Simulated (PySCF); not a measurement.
Compound: C5H14OSi2.
Structure used (PBE0-D3(BJ)/def2-SVP), in Å, numbered top down from 1:
```xyz
22
C5H14OSi2 angstrom
Si     3.1929    0.7977    0.6776
C      1.8768   -0.5315    0.8732
Si     0.2194   -0.1344    0.0784
C     -1.0796   -1.4827    0.3136
C     -2.4712   -0.9053    0.0380
O     -2.7745    0.2169    0.8238
C     -2.0979    1.3956    0.4721
C     -0.6119    1.3786    0.8401
H      3.4783    1.0398   -0.7704
H      2.7278    2.0856    1.2811
H      4.4689    0.4026    1.3504
H      2.2649   -1.4721    0.4444
H      1.7173   -0.7131    1.9505
H      0.4186    0.1007   -1.3907
H     -1.0386   -1.8444    1.3556
H     -0.8906   -2.3507   -0.3391
H     -2.5665   -0.6516   -1.0393
H     -3.2511   -1.6504    0.2616
H     -2.6188    2.2103    0.9995
H     -2.2136    1.5890   -0.6157
H     -0.5123    1.3223    1.9381
H     -0.1293    2.3168    0.5220
```

Level: PBE0/pcSseg-1 in PySCF, non-relativistic, on one gas-phase PBE0-D3(BJ)/def2-SVP geometry that isn't relaxed in the solvent. The solvent is an IEF-PCM continuum (cavity from Bondi-type radii × 1.2). Only the electrostatic response of the medium enters.

Gas phase at PBE0/pcSseg-1: HOMO -7.33 eV, LUMO 0.73 eV, dipole 0.89 D.

Question: What does the continuum do to the energy, the frontier levels and the dipole at PBE0/pcSseg-1 in chloroform and tetrahydrofuran?

Answer: 
| solvent | ε | E(solvent) − E(gas) (kcal/mol) | polarisation term (kcal/mol) | distortion of the solute (kcal/mol) | HOMO (eV) | LUMO (eV) | dipole (D) |
| --- | --- | --- | --- | --- | --- | --- | --- |
| chloroform | 4.711 | -2.44 | -2.66 | 0.22 | -7.30 | 0.88 | 1.10 |
| tetrahydrofuran | 7.426 | -2.81 | -3.10 | 0.29 | -7.30 | 0.90 | 1.14 |

The first energy column is the sum of the next two and covers electrostatics alone. From chloroform to tetrahydrofuran the lowering changes by a factor 1.15, Onsager's factor (ε − 1)/(2ε + 1) by 1.14 and ε itself by 1.6.

Question: Give the dipole vector in the frame of the coordinates (D, pointing from negative to positive charge), gas and tetrahydrofuran.

Answer: Gas (0.51, -0.70, -0.21), solvent (0.66, -0.89, -0.25). Its length changes by +28 % and its direction by 1°.

Question: Which Hirshfeld charges (PBE0/pcSseg-1) respond most in chloroform (means over atoms taken as equivalent)?

Answer: 
```tsv
atoms	environment	gas (e)	solvent (e)	change
O6	cyclic ether oxygen	-0.146	-0.160	-0.014
H14	Si–H hydrogen	-0.091	-0.095	-0.004
H12/H13	methylene hydrogen	+0.046	+0.050	+0.004
H17/H20	methylene hydrogen	+0.030	+0.033	+0.003
H16/H22	methylene hydrogen	+0.041	+0.044	+0.003
H9/H10/H11	Si–H hydrogen	-0.079	-0.082	-0.003
Si3	SiH silicon	+0.356	+0.358	+0.002
C5/C7	sp3 carbon bound to oxygen	+0.004	+0.002	-0.002
```
